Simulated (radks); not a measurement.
Q: Ni2+, 26 electrons, occupied as [Ar] 3d8. Calculated with a radial shooting solver on a logarithmic mesh with Libxc functionals: Dirac Kohn-Sham, relativistic LDA (MacDonald-Vosko exchange, VWN5 correlation), spin-unpolarised, spherical densities, finite nucleus; open shells fill j = l - 1/2 first; Fermi nuclear charge, rms radius 3.7757 fm.

Spin-orbit splittings of the eigenvalues, e(l+1/2) - e(l-1/2), with zeta = 2 splitting/(2l+1) and mean radii in bohr:

| shell | occ. | splitting (eV) | zeta (eV) | <r> j=l-1/2 | <r> j=l+1/2 |
|---|---|---|---|---|---|
| 2p | 6 | 17.37 | 11.58 | 0.2135 | 0.2167 |
| 3p | 6 | 2.205 | 1.470 | 0.7735 | 0.7837 |
| 3d | 8 | ? | ? | 0.9651 | 0.9708 |
| 4p | 0 | 0.1632 | 0.1088 | 2.769 | 2.796 |

Estimate the 3d splitting.

A: 0.2465 eV (zeta = 0.09861 eV).
